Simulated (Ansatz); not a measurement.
`CO[SiH2][Si](O)(O)F` + H₂ → `CO[SiH2][SiH](O)F` + H₂O  (hydrogenolysis of the Si–O bond)

Computed with Ansatz on PBE0-D4/def2-TZVP structures; ΔE is electronic, products minus reactants. CBS: MP2 limit from def2 TZ/QZ plus the TZ coupled-cluster correction, frozen cores. This one scheme is used for every species. Functionals use def2-TZVPP. One conformer a species, not always the lowest.

```csv
level,ΔE (kJ/mol)
PBE-D4,99.5
ωB97M-V,106.3
```

Problem. What does CCSD(T)/CBS give? (An estimate is asked.)

Solution. Computed: +102.4 kJ/mol. The listed levels differ from it by -2.9, 3.9 kJ/mol.

Largest T1 diagnostic among the species: 0.012.

The D4 term adds +7.4 kJ/mol with B3LYP and +4.1 kJ/mol with PBE0; it sums over pairs of atoms, weighted by their polarisabilities, and B3LYP, whose exchange is more repulsive, gets the larger term. In def2-TZVPP, CCSD(T) changes the Hartree–Fock value by +6.4 kJ/mol (the triples alone add +2.6 kJ/mol) and MP2 by +11.4 kJ/mol.

B3LYP here is the variant with VWN-RPA as its local correlation; programs differ in this.
